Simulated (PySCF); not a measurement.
Al(Me)(H) (CH₄Al), SMILES [CH3][AlH+], charge +1.

The structure is a stationary point at PBE0-D3(BJ)/def2-TZVP. The spin state was assumed, not searched. The isomer is the one that the SMILES or the coordinates give; other isomers of the formula were not compared.

Level of theory: PBE/def2-TZVPD in PySCF.

Symmetry labels are those of the subgroup Cs that the program uses (full group C3v).

Computed valence orbital energies around the gap with their symmetry:
```
orbital  symmetry  energy (eV)
-------  --------  -----------
HOMO−7         A"       -76.81
HOMO−6         A'       -76.81
HOMO−5         A'       -76.43
HOMO−4         A'       -22.86
HOMO−3         A'       -16.07
HOMO−2         A'       -15.60
HOMO−1         A"       -15.60
HOMO           A'       -13.70
LUMO           A'        -8.12
LUMO+1         A"        -8.12
LUMO+2         A'        -7.62
LUMO+3         A'        -4.05
```
